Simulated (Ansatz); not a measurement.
Basis-set extrapolation for `[SiH3]NCBCl` (PBE0-D4/def2-TZVP geometry, frozen core, the Gaussian-basis code of Ansatz). Multiplicity 1, RHF reference.

```tsv
	def2-TZVPP	def2-QZVPP
HF	-869.625282	-869.653001
MP2 correlation	-0.798335	-0.859324
CCSD(T) correlation	-0.893546	not run
```

Energies in hartree. Use E(X) = E(∞) + A·exp(−7.88·√X) for Hartree–Fock and E(X) = E(∞) + B·X^(−2.97) for correlation, with X = 3 and 4, and add CCSD(T) minus MP2 of the smaller set to the MP2 limit.

Q: What is the CCSD(T) energy at the basis-set limit?

A: HF limit: -869.653001 + (-0.027719) × 0.13774 = -869.65682. MP2 limit: -0.859324 + (-0.060989) × 0.74074 = -0.90450. Higher-order term: -0.893546 − (-0.798335) = -0.09521. Total: -870.65653 hartree, 86.4 kcal/mol below CCSD(T)/def2-TZVPP.
